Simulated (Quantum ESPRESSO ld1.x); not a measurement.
Results of a calculation; reference values are marked as such.
Q: These are the eigenvalues of the occupied orbitals of an atom or ion with whole-number occupations (eV). Level of theory: scalar-relativistic Kohn-Sham, LDA (Slater exchange, Perdew-Zunger correlation), spin-polarised, spherical densities, point nucleus (ld1.x of Quantum ESPRESSO 7.5).

| orbital | eigenvalue |
|---|---|
| 1s down | -67952.2 |
| 1s up | -67952.1 |
| 2s up | -12205.3 |
| 2s down | -12205.1 |
| 2p up | -10778.2 |
| 2p down | -10778.0 |
| 3s up | -3293.04 |
| 3s down | -3288.46 |
| 3p up | -2868.47 |
| 3p down | -2863.90 |
| 3d up | -2372.38 |
| 3d down | -2368.81 |
| 4s up | -1146.54 |
| 4s down | -1139.22 |
| 4p up | -1001.14 |
| 4p down | -994.098 |
| 4d up | -816.553 |
| 4d down | -809.661 |
| 4f up | -612.883 |

Which element is it, and in what charge state? The configuration may be excited. Open shells, if any, are filled with parallel spins first.

A: Z = 73, tantalum, charge +22: Ta22+ in [Kr] 4d10 4f5. The list shows which subshells hold electrons but not how many an open one holds; the 1s level, -2497.2 hartree, gives Z - s = 70.7 by -(Z - s)^2/2, which with screening and relativity narrows Z to a few neighbours, and the depths of the outer levels then fix element, charge and occupations together.
